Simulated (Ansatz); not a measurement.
Au3: single points at one geometry.

```yaml
crystal:
  periodic: [false, false, false]
  atoms:
    - {symbol: Au, position_ang: [0.496364, -0.660438, -1.268466]}
    - {symbol: Au, position_ang: [-1.224580, 0.889079, -0.038945]}
    - {symbol: Au, position_ang: [0.728216, -0.228641, 1.307421]}
basis:
  gaussian: {orbitals: def2-TZVP, initial_orbitals: start.molden}
magnetization: {spin_polarized: true, initial_magnetization: 3}
correlation: {method: ccsd_t}
scf: {omitted_lower_state_checks: [starts, cluster_reference]}
output: {orbitals: {seedname: orbitals}}
```

The file start.molden holds the orbitals of an earlier run on this structure, at another level or in another basis.

```sh
$ ansatz run in.yaml --threads 4 --pin off --events-out ev --progress --plain --max-ram 3916MiB
```

It prints (some lines left out):

```
Functional definition: HF
1128 factors; integrals over basis functions are off by at most 1.6e-4 eV
mean field evaluation 1: about -10999.9033 eV, gradient 1.5e1 eV
mean field evaluation 2: about -11000.8783 eV, gradient 9.8e-1 eV
mean field evaluation 4: about -11001.5711 eV, gradient 4.6e-2 eV
mean field evaluation 8: about -11001.5719 eV, gradient 1.3e-5 eV
mean field evaluation 16: about -11001.5719 eV, gradient 2.1e-6 eV
mean field -11001.57194383 eV, -404.3003118023 hartree, gradient 5.2e-6 eV, S^2 3.868556; 0 other end points of the search recorded, 0 dependent functions left out
reference -11001.57194383 eV, -404.3003118023 hartree; 30, 27 occupied and 90, 93 virtual orbitals, 1128 factors
second order -35.79509096 eV of doubles, -0.00000000 eV of singles
cycle   1  -30.79728960 eV  change     5.0e0 eV  update   2.1e-1
cycle   2  -32.31619071 eV  change    -1.5e0 eV  update   7.3e-2
cycle   3  -32.53414199 eV  change   -2.2e-1 eV  update   3.2e-2
cycle   4  -32.49207636 eV  change    4.2e-2 eV  update   1.2e-2
cycle   5  -32.47990136 eV  change    1.2e-2 eV  update   5.1e-3
cycle   6  -32.48521915 eV  change   -5.3e-3 eV  update   2.7e-3
cycle   7  -32.48630884 eV  change   -1.1e-3 eV  update   1.6e-3
cycle   8  -32.48588623 eV  change    4.2e-4 eV  update   7.3e-4
cycle   9  -32.48613196 eV  change   -2.5e-4 eV  update   3.3e-4
cycle  10  -32.48597577 eV  change    1.6e-4 eV  update   1.1e-4
cycle  11  -32.48577483 eV  change    2.0e-4 eV  update   5.8e-5
cycle  12  -32.48587773 eV  change   -1.0e-4 eV  update   2.7e-5
cycle  13  -32.48585804 eV  change    2.0e-5 eV  update   1.5e-5
perturbative correction -1.06772658 eV, -0.0392382282 hartree
Total energy: -11035.12552845 eV, -405.5333832936 hartree
Checks for a lower state left out: starts, cluster_reference
```

Hardware: 4 threads of Arm Neoverse V2 on a shared host. Wall time 30 s, peak host memory 1.6 GiB.

The first input with `hamiltonian: {xc: {text: "exchange = 0.90*pbe_x + 0.10*exact_x\ncorrelation = pbe_c"}}`, `scf: {omitted_lower_state_checks: [starts]}` and without the key `correlation` (abridged; 2.9 s):

```
Functional definition: unnamed
mean field -11081.59031775 eV, -407.2409328055 hartree, gradient 6.8e-6 eV, S^2 3.757821
Total energy: -11081.59035216 eV, -407.2409340703 hartree
Checks for a lower state left out: starts
```

The first input with `hamiltonian: {xc: {text: "exchange = 0.65*pbe_x + 0.35*exact_x\ncorrelation = pbe_c"}}`, `scf: {omitted_lower_state_checks: [starts]}` and without the key `correlation` (abridged; 3.8 s):

```
Functional definition: unnamed
mean field -11077.38798859 eV, -407.0865000576 hartree, gradient 1.7e-5 eV, S^2 3.771899
Total energy: -11077.38801282 eV, -407.0865009478 hartree
Checks for a lower state left out: starts
```

The first input with `hamiltonian: {xc: {name: BHLYP}, dispersion: d4}`, `scf: {omitted_lower_state_checks: [starts]}` and without the key `correlation` (abridged; 4.3 s):

```
Functional definition: BHLYP
mean field -11067.72729057 eV, -406.7314759535 hartree, gradient 1.6e-5 eV, S^2 3.777975
Total energy: -11068.01482246 eV, -406.7420425554 hartree
Checks for a lower state left out: starts
```

As the first input, with `hamiltonian: {xc: {text: "exchange = 0.50*pbe_x + 0.50*exact_x\ncorrelation = pbe_c"}}`, `scf: {omitted_lower_state_checks: [starts]}` and without the key `correlation` (abridged; 4.9 s):

```
Functional definition: unnamed
mean field -11074.97638226 eV, -406.9978751596 hartree, gradient 1.9e-5 eV, S^2 3.784097
Total energy: -11074.97640057 eV, -406.9978758322 hartree
Checks for a lower state left out: starts
```

First input, but with `hamiltonian: {xc: pbe, dispersion: d4}`, `scf: {omitted_lower_state_checks: [starts]}` and without the key `correlation` (abridged; 2.4 s):

```
Functional definition: PBE
mean field -11083.33821031 eV, -407.3051666724 hartree, gradient 1.5e-5 eV, S^2 3.754387
Total energy: -11083.47811269 eV, -407.3103079902 hartree
Checks for a lower state left out: starts
```

The first input with `hamiltonian: {xc: {name: B3LYP}, dispersion: d4}`, `scf: {omitted_lower_state_checks: [starts]}` and without the key `correlation` (abridged; 3.6 s):

```
Functional definition: B3LYP
mean field -11083.57925843 eV, -407.3140250274 hartree, gradient 2.9e-5 eV, S^2 3.759105
Total energy: -11083.81557119 eV, -407.3227093613 hartree
Checks for a lower state left out: starts
```

Geometry: PBE0-D4/def2-TZVP.

In the def2 sets Au takes a core potential; there is no spin–orbit coupling. B3LYP takes the VWN-RPA correlation. Correlated methods freeze no core orbitals; core or outer-core shells of Au are correlated, in sets that lack core-valence functions. At PBE0-D4/def2-TZVP a doublet of charge 0 lies 1.85 eV below the quartet, each at its own geometry. The structure comes from a short search, and lower isomers may exist.
